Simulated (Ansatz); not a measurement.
`[SiH3]C1BN[SiH2]1` at its PBE0-D4/def2-TZVP geometry, where that method's forces vanish. The species carries charge 0 and has multiplicity 1.

| atom | x (Å) | y (Å) | z (Å) |
| --- | --- | --- | --- |
| Si1 | -1.3018 | 0.1639 | 1.3658 |
| C2 | -0.6435 | 0.0453 | -0.3692 |
| B3 | 0.2911 | -1.2286 | -0.6410 |
| N4 | 1.5763 | -0.6759 | -0.8140 |
| Si5 | 0.9500 | 0.9495 | -0.7244 |
| H6 | -1.9454 | 1.4838 | 1.6135 |
| H7 | -2.3101 | -0.8960 | 1.6431 |
| H8 | -0.1849 | 0.0057 | 2.3386 |
| H9 | -1.4691 | 0.1781 | -1.0730 |
| H10 | 0.0043 | -2.3897 | -0.6958 |
| H11 | 2.4539 | -1.1339 | -0.9847 |
| H12 | 1.5511 | 1.7936 | 0.3454 |
| H13 | 1.0281 | 1.7042 | -2.0042 |

**Question.** For each bond, give half the difference of the two atoms' forces along it (eV/Å; positive pushes the atoms apart) under PBE-D4, r2SCAN-D4, B3LYP-D4, ωB97M-V in def2-TZVPP. (An estimate is asked.)

**Answer.** The calculation gave: 
| bond | length (Å) | PBE-D4 | r2SCAN-D4 | B3LYP-D4 | ωB97M-V |
| --- | --- | --- | --- | --- | --- |
| Si1–C2 | 1.860 | 0.02 | 0.01 | 0.10 | 0.05 |
| Si1–H6 | 1.489 | 0.07 | -0.02 | -0.08 | -0.11 |
| Si1–H7 | 1.489 | 0.07 | -0.03 | -0.09 | -0.12 |
| Si1–H8 | 1.490 | 0.07 | -0.02 | -0.07 | -0.09 |
| C2–B3 | 1.603 | -0.02 | 0.04 | 0.12 | 0.13 |
| C2–Si5 | 1.866 | 0.08 | 0.04 | 0.17 | 0.09 |
| C2–H9 | 1.093 | 0.09 | -0.02 | -0.07 | -0.07 |
| B3–N4 | 1.410 | 0.18 | 0.15 | 0.10 | 0.15 |
| B3–H10 | 1.197 | -0.02 | -0.07 | -0.21 | -0.20 |
| N4–Si5 | 1.744 | 0.19 | 0.03 | 0.17 | 0.15 |
| N4–H11 | 1.005 | 0.12 | -0.04 | -0.03 | -0.09 |
| Si5–H12 | 1.489 | 0.00 | -0.02 | -0.14 | -0.15 |
| Si5–H13 | 1.488 | 0.02 | -0.03 | -0.16 | -0.17 |

B3LYP here is the variant with VWN-RPA as its local correlation; programs differ in this.

Program: Ansatz 0.2.0.
